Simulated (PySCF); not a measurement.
Species: C5H6N2O2.
Geometry (PBE0-D3(BJ)/def2-SVP, Å), atoms numbered from 1 in this order:
```
atom  x, y, z in Å
C1    -1.957   -0.460   -0.324
N2    -0.595    0.018   -0.230
N3     0.371   -0.904   -0.265
C4     1.603   -0.518   -0.183
O5     2.575   -1.440   -0.221
C6     1.981    0.856   -0.055
C7     0.992    1.781   -0.020
C8    -0.409    1.393   -0.110
O9    -1.362    2.154   -0.087
H10   -2.460   -0.003   -1.189
H11   -2.523   -0.177    0.576
H12   -1.919   -1.549   -0.429
H13    2.144   -2.302   -0.309
H14    3.039    1.115    0.011
H15    1.191    2.849    0.076
```

Linear response at B3LYP/def2-SVPD (PySCF, frozen core in the response, non-relativistic). The structure is a single PBE0-D3(BJ)/def2-SVP conformer in the gas phase; no vibrational or solvent corrections.

Static isotropic polarisability: 83.01 au (12.30 Å³), principal values 49.8, 90.6, 108.6 au.

(1) What is the polarisability at 1064 nm and at the sodium D line?

(2) What is the isotropic C6 coefficient between two such molecules, C6 = (3/π)∫α(iω)² dω?

(3) Which effective excitation energy ω̄ makes London's formula C6 = (3/4)α²ω̄ exact here?

(4) What does −C6/R⁶ come to at R = 12 Å between centres?

(5) What three-body coefficient follows from the one-pole estimate C9 = (3/4)·α·C6?

(6) What n − 1 at the D line would an ideal gas of it have at 273.15 K and 1 atm (2.6868 × 10¹⁹ cm⁻³), by n − 1 = 2π·N·α′?

(7) How many electrons N does the Slater–Kirkwood formula C6 = (3/4)·√N·α^(3/2) need to give this C6?

(8) The lowest 6 singlets have (eV, f): 3.91, 0.067; 4.00, 0.000; 5.63, 0.002; 5.66, 0.026; 5.74, 0.000; 5.91, 0.001. What share of the static polarisability do they carry in the sum over states α = Σ f/ω²?

(9) How anisotropic is the static polarisability, by Δα² = ½[(α1 − α2)² + (α2 − α3)² + (α3 − α1)²]?

## Answers

(1) 84.14 au at 1064 nm (+1.4 %), 87.10 au at 589.3 nm (+4.9 %). The rise at 589.3 nm is 3.64 times that at 1064 nm; a pure ω² law gives 3.26. The lowest singlet lies at 317 nm, shorter than both wavelengths.

(2) 2738 au (Eh·bohr⁶) by a ten-point quadrature over imaginary frequencies, which is 1640 eV·Å⁶ or 158 J·nm⁶/mol.

(3) ω̄ = 4·C6/(3α²) = 0.530 Eh = 14.4 eV. A one-pole form α(ω) = α/(1 − ω²/ω̄²) fitted to the 1064 nm value gives 10.1 eV. London's choice of the ionisation energy (8.47 eV, ΔSCF at the same level) gives C6 = 1610 au, 41 % too low.

(4) -53 J/mol. This is the leading, orientation-averaged term; C8 and higher terms are left out.

(5) 171000 au. This is an estimate from the two numbers above, not a computed integral.

(6) 21.79 × 10⁻⁴, a formal value whether or not that pressure can be reached.

(7) N = (4·C6/3)²/α³ = 23.3; the species has 66 electrons in all.

(8) 3.91 au, 4.7 % of α; the largest term, 3.22 au, is that of the state at 3.91 eV. Their oscillator strengths add up to 0.10. Higher states carry the rest.

(9) Δα = 52.2 au, or 0.63 of the isotropic value.
